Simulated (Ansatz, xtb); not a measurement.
# Relaxing a trial structure of BClH3Sn

The starting geometry of this gas-phase doublet has its atoms placed at random.

```xyz
6

B     0.2892   -1.3020    0.4319
Cl   -0.7873    1.0370    0.9460
Sn    1.2442   -1.1109   -1.2923
H    -0.5669    1.6305   -0.4609
H     0.0158   -0.0183   -2.0328
H    -1.5379   -0.4557    0.5585
```

Q: One run relaxed it with r2SCAN-D4/def2-SVP. What is a likely outcome?

A: It loosens into BH2Sn + ClH, which stay close as a complex. Distances that change by over a tenth: B1–Sn3 (1.98 → 2.20 Å), Cl2–H4 (1.54 → 1.30 Å), Cl2–H6 (1.72 → 3.42 Å). Contacts that open: Sn3–H5 (1.80 → 3.02 Å). Contacts that close: B1–H5 (2.79 → 1.22 Å), B1–H6 (2.02 → 1.21 Å).

The energy falls by 6.63 eV over 25 steps:

```tsv
step	E − E(last) (eV)
1	6.626
4	1.990
6	1.207
9	0.297
12	0.049
14	0.017
17	0.003
20	0.000
22	0.000
25	0.000
```

Final geometry (Å):

| atom | x (Å) | y (Å) | z (Å) |
| --- | --- | --- | --- |
| B | -0.1974 | -0.8402 | -0.6204 |
| Cl | -0.4414 | 2.1739 | 0.8028 |
| Sn | 1.8386 | -1.5567 | -1.0686 |
| H | -0.9673 | 1.2751 | 0.0317 |
| H | -0.7793 | -0.0751 | -1.3690 |
| H | -0.7960 | -1.1964 | 0.3740 |

From the same start GFN2-xTB ends elsewhere, in pieces: BH2Sn + ClH.

From so rough a start the end depends on the optimiser's path, so another program may land elsewhere. The end wasn't checked by frequencies. Open shells are spin-unrestricted. Atoms past krypton carry core potentials, without spin–orbit terms. Run with Ansatz 0.2.0, 6.6 min on 1 thread of AMD EPYC (Zen 3), on a shared host.
